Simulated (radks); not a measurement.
The numbers below are computed, except where a source is named.
Charge is removed step by step from the 5s down level of Hg13+, starting from [Kr] 4d10 4f14 5s(up 1, down 1) 5p5. Level of theory: scalar-relativistic Kohn-Sham, PBE, spin-polarised, spherical densities, finite nucleus; open shells are filled with parallel spins first (spin-orbit coupling, left out, can overturn this in heavy ions); Fermi nuclear charge, rms radius 5.4648 fm (a radial shooting solver on a logarithmic mesh with Libxc functionals).

removed (e),E - E(0) (eV),eigenvalue (eV),E minus straight line (eV)
0,0.000,-351.72,0.000
0.25,88.659,-357.95,-2.340
0.5,178.88,-364.19,-3.121
0.75,270.65,-370.44,-2.342
1,364.00,-376.70,0.000

Removing the whole electron costs 364.00 eV by Delta-SCF, against 351.72 eV from minus the eigenvalue at the starting occupation. Slater's transition state (half an electron removed) gives 364.19 eV. Integrating minus the eigenvalue over the occupation (Janak's theorem) gives 364.20 eV. In this scalar-relativistic scheme the density is built from large components alone, so the theorem holds only approximately. The mean slope of the eigenvalue, de/dn, is 25.0 eV per electron.
